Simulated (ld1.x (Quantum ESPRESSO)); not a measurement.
# Ga (Z = 31): one change to an RRKJ potential, before and after

ld1.x (Quantum ESPRESSO) 7.5 input, shortened:

```
&input
   title='Ga', zed=31., rel=1, dft='PBE', iswitch=3,
   config='[Ar] 3d10 4s1 4p2'
 /
 &inputp
   pseudotype=2, tm=.false., rho0=0.005, lloc=1,
   nlcc=.false.
 /
3
4S  1  0   1.00   0.00  1.95  1.95  0.0
3D  3  2  10.00   0.00  0.85  0.85  0.0
4P  2  1   2.00   0.00  1.75  1.75  0.0
 &test
   configts(1)='3d10 4s1 4p2'
 /
```

Change: functional LDA (PZ).

Cutoffs: the cutoffs (Ry, on a coarse ladder) from which the occupation-weighted sum of valence levels, in a spherical-Bessel basis at the reference potential, stays within 10 and 1 mRy of its value at 400 Ry; they do not see the model core or the augmentation charge, which bear on the density cutoff. Errors are all-electron minus pseudo energies relative to the spin-unpolarised reference configuration.

**Question.** How do hardness, ghosts and transferability respond?

**Answer.** Both files keep a bound ghost (s); the number of tests with a reliable result goes from 7 to 9; of the 7 tests that both files solve, the error grows in 3 and shrinks in 3 by more than 15 % and 0.3 meV (median size 2.9 → 1.1 meV).

```tsv
quantity	base	changed
cutoff, loose	260 Ry	260 Ry
cutoff, tight	over 300 Ry	over 300 Ry
bound ghosts	s	s
error for 3d10 4s2 4p1, meV [ΔE -6.54 → -6.61 eV]	+2.4	+1.0
error for 3d10 4s2 4p0, meV [ΔE -0.85 → -0.72 eV]	+2.6	+0.3
error for 3d10 4s1 4p0, meV [ΔE 20.28 → 20.78 eV]	+3.1	-7.3
error for 3d9 4s2 4p2, meV [ΔE 13.78 → 13.79 eV]	-781	-776
error for 3d9 4s0 4p0, meV [ΔE 115.43 → 116.60 eV]	-401	-500
error for 3d10 4s0 4p3, meV [ΔE 6.83 → 6.93 eV]	+2.9	+1.1
error for 3d10 4s1 4p1, meV [ΔE 6.52 → 6.73 eV]	0.0	-0.7
s: phases at 2.14 bohr within 0.05 rad from the reference energy up to (Ry; the scan ends near 5)	4.1	4.1
p: phases at 2.14 bohr within 0.05 rad from the reference energy up to (Ry; the scan ends near 5)	4.2	4.2
d: phases at 2.14 bohr within 0.05 rad from the reference energy up to (Ry; the scan ends near 5)	0.1	0.1
```

 A true bound ghost makes a file unfit for plane-wave use even where its test errors are small: the radial tests pick states by their node count and pass the ghost by.
